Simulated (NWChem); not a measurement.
System: SiBrF, singlet; SMILES [Si](F)Br

NWChem input:

```
start job
memory heap 200 mb stack 900 mb global 1100 mb
geometry units angstroms
  Si     0.546731     0.726331     1.069417
  F      0.953262     1.842960    -0.032332
  Br    -0.418823    -0.693490    -0.368202
end
basis spherical
  * library 6-31g*
end
dft
  xc b3lyp
  iterations 150
end
driver
  maxiter 120
end
task dft optimize
task dft freq
```

Excerpt of the output:

```
             Northwest Computational Chemistry Package (NWChem) 7.3.0
             --------------------------------------------------------

 CS  symmetry detected

                             Geometry "geometry" -> ""
                             -------------------------

 Output coordinates in angstroms (scale by  1.889725989 to convert to a.u.)

  No.       Tag          Charge          X              Y              Z
 ---- ---------------- ---------- -------------- -------------- --------------
    1 Si                  14.0000     0.68135188    -1.16248914     0.00000000
    2 F                    9.0000    -0.77614826    -1.87077721     0.00000000
    3 Br                  35.0000    -0.07295977     0.94605265     0.00000000

 Effective nuclear repulsion energy (a.u.)     214.3489014539

      Symmetry information
      --------------------

 Group name             Cs
 Group number              2
 Group order               2
 No. of unique centers     3

                                Z-matrix (autoz)
                                --------

 Units are Angstrom for bonds and degrees for angles

      Type          Name      I     J     K     L     M      Value
      ----------- --------  ----- ----- ----- ----- ----- ----------
    1 Stretch                  1     2                       1.62049
    2 Stretch                  1     3                       2.23940
    3 Bend                     2     1     3                96.23373

                           NWChem Geometry Optimization
                           ----------------------------

 maximum gradient threshold         (gmax) =   0.000450
 rms gradient threshold             (grms) =   0.000300
 maximum cartesian step threshold   (xmax) =   0.001800
 rms cartesian step threshold       (xrms) =   0.001200
 fixed trust radius                (trust) =   0.300000
 source of zmatrix                         =   autoz

          -------------------
          Energy Minimization
          -------------------

 Using diagonal initial Hessian
 Scaling for Hessian diagonals: bonds = 1.00  angles = 0.25  torsions = 0.10

          --------
          Step   0

                                 NWChem DFT Module
                                 -----------------

[...]

      ----------------------
      Optimization converged
      ----------------------

  Step       Energy      Delta E   Gmax     Grms     Xrms     Xmax
  ---- ---------------- -------- -------- -------- -------- --------
@    4   -2963.27725269 -1.6D-07  0.00007  0.00004  0.00023  0.00051
                                     ok       ok       ok       ok

                                Z-matrix (autoz)
                                --------

 Units are Angstrom for bonds and degrees for angles

      Type          Name      I     J     K     L     M      Value     Gradient
      ----------- --------  ----- ----- ----- ----- ----- ---------- ----------
    1 Stretch                  1     2                       1.61701   -0.00007
    2 Stretch                  1     3                       2.28764   -0.00000
    3 Bend                     2     1     3               101.57518   -0.00000

                         Geometry "geometry" -> "geometry"
                         ---------------------------------

 Output coordinates in angstroms (scale by  1.889725989 to convert to a.u.)

  No.       Tag          Charge          X              Y              Z
 ---- ---------------- ---------- -------------- -------------- --------------
    1 Si                  14.0000     0.64455002    -1.16092886     0.00000000
    2 F                    9.0000    -0.76854773    -1.94698846     0.00000000
    3 Br                  35.0000    -0.04375844     1.02070362     0.00000000

 Effective nuclear repulsion energy (a.u.)     209.1459650336

      Symmetry information
      --------------------

 Group name             Cs
 Group number              2
 Group order               2
 No. of unique centers     3

[...]

 Rotational Constants
 --------------------
 A=   0.735951 cm-1  (  1.058846 K)
 B=   0.087837 cm-1  (  0.126375 K)
 C=   0.078471 cm-1  (  0.112900 K)

 Temperature                      =   298.15K
 frequency scaling parameter      =   1.0000

 Zero-Point correction to Energy  =    2.136 kcal/mol  (  0.003405 au)
 Thermal correction to Energy     =    4.484 kcal/mol  (  0.007146 au)
 Thermal correction to Enthalpy   =    5.077 kcal/mol  (  0.008090 au)

 Total Entropy                    =   68.823 cal/mol-K
   - Translational                =   40.410 cal/mol-K (mol. weight = 126.8918)
   - Rotational                   =   25.256 cal/mol-K (symmetry #  =        1)
   - Vibrational                  =    3.158 cal/mol-K

 Cv (constant volume heat capacity) =    9.769 cal/mol-K
   - Translational                  =    2.979 cal/mol-K
   - Rotational                     =    2.979 cal/mol-K
   - Vibrational                    =    3.810 cal/mol-K

[normal modes left out]

 ----------------------------------------------------------------------------
 Normal Eigenvalue ||           Projected Infra Red Intensities
  Mode   [cm**-1]  || [atomic units] [(debye/angs)**2] [(KM/mol)] [arbitrary]
 ------ ---------- || -------------- ----------------- ---------- -----------
    1       -0.000 ||    0.000309           0.007         0.301       0.109
    2        0.000 ||    0.001828           0.042         1.782       0.644
    3        0.000 ||    0.000421           0.010         0.410       0.148
    4        0.000 ||    0.000234           0.005         0.228       0.082
    5        0.000 ||    0.000144           0.003         0.141       0.051
    6        0.000 ||    0.000015           0.000         0.014       0.005
    7      207.140 ||    0.001804           0.042         1.758       0.636
    8      406.225 ||    0.124715           2.877       121.579      43.958
    9      881.830 ||    0.125872           2.904       122.707      44.366
 ----------------------------------------------------------------------------
```

Level: B3LYP/6-31G* (spherical d). Low-valent species are run as closed-shell singlets; no triplet was tried in these runs. This build's default masses of Se (78.918 u) and Br (79.917 u) are each other's, which moves their modes by up to 0.6 %.
